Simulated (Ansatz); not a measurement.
One change: `[F][SnH]([Cl])[Br]` becomes `C[S][SnH]([F])[Cl]`.

Ansatz, PBE0-D4/def2-TZVP geometries, multiplicity 1. Each molecule was computed in one conformer, which needn't be the lowest.

Elements past krypton have def2 core potentials. Scalar relativity is left out up to krypton.

| property | `[F][SnH]([Cl])[Br]` |
| --- | --- |
| HOMO energy (B3LYP/def2-TZVPP) / eV | -8.81 |
| HOMO energy (ωB97M-V/def2-TZVPP) / eV | -11.31 |
| HOMO energy (PBE0/def2-TZVPP) / eV | -9.09 |
| size of the dipole moment (ωB97M-V/def2-TZVPP) / D | 2.42 |
| HOMO–LUMO gap (PBE0/def2-TZVPP) / eV | 6.78 |
| ideal-gas entropy at 298 K and 1 bar (rigid rotor, harmonic PBE0-D4/def2-TZVP) / J/(mol·K) | 355 |

(1) What does the change do to each property? (Estimate.)

Answers

(1) The calculation gave: 
| property | `C[S][SnH]([F])[Cl]` | shift |
| --- | --- | --- |
| HOMO energy (B3LYP/def2-TZVPP) / eV | -7.36 | 1.45 |
| HOMO energy (ωB97M-V/def2-TZVPP) / eV | -9.80 | 1.51 |
| HOMO energy (PBE0/def2-TZVPP) / eV | -7.60 | 1.49 |
| size of the dipole moment (ωB97M-V/def2-TZVPP) / D | 1.94 | -0.48 |
| HOMO–LUMO gap (PBE0/def2-TZVPP) / eV | 5.94 | -0.84 |
| ideal-gas entropy at 298 K and 1 bar (rigid rotor, harmonic PBE0-D4/def2-TZVP) / J/(mol·K) | 396 | 41 |

With PBE0 the HOMO rises by 1.49 eV and the LUMO rises by 0.65 eV, so the gap narrows by about 0.84 eV. PBE moves the HOMO by 1.41 eV and ωB97M-V by 1.51 eV. The zero-point energy changes by 100.7 kJ/mol with +12 modes. Dipoles are sizes alone; their direction can turn. Modes under 60 cm⁻¹, often nearly free rotors, make the harmonic entropy too high.

B3LYP here is the variant with VWN-RPA as its local correlation; programs differ in this.

Spin–orbit coupling is left out; it splits and shifts lone-pair levels of the heavy atoms by tenths of an eV.
